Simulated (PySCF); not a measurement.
**In (indium, neutral) across methods**

[Kr] 4d10 5s2 6s1, 2S determinant (an excited configuration). Computed with PySCF 2.14 in aug-cc-pVQZ-PP with ECP28MDF (7s7p5d3f2g, 92 functions), with scalar relativity through the core potential.

| method | E (hartree) | mean ε 5s β (eV) | mean ε 5s α (eV) | mean ε 6s α (eV) | Σ⟨r²⟩ (bohr²) | ⟨S²⟩ |
| --- | --- | --- | --- | --- | --- | --- |
| M06-2X | -189.9516 | -12.189 | -12.084 | -2.295 | 95.59 | 0.751 |
| LDA | -189.6937 | -11.368 | -11.422 | -1.733 | 100.0 | 0.750 |
| PW91 | -190.0985 | -11.081 | -11.139 | -1.774 | 101.3 | 0.750 |
| PBE0 | -190.0129 | -11.833 | -11.912 | -2.041 | 102.8 | 0.750 |
| r2SCAN | -190.0753 | -11.323 | -11.245 | -1.714 | 102.2 | 0.750 |
| PBE | -190.0192 | -11.006 | -11.064 | -1.770 | 101.6 | 0.750 |
| UHF | -189.11186 | -13.421 | -13.593 | -2.532 | 107.1 | 0.750 |

Q: Estimate the same row for LC-wPBE.

A: E (hartree) = -190.0228; mean ε 5s β (eV) = -14.297; mean ε 5s α (eV) = -14.385; mean ε 6s α (eV) = -2.864; Σ⟨r²⟩ (bohr²) = 103.8; ⟨S²⟩ = 0.750.

Energies and moments cover only the electrons outside the core potential. The outer electron is Rydberg-like, and this basis confines it to a smaller radius and binds it less than a complete one would.
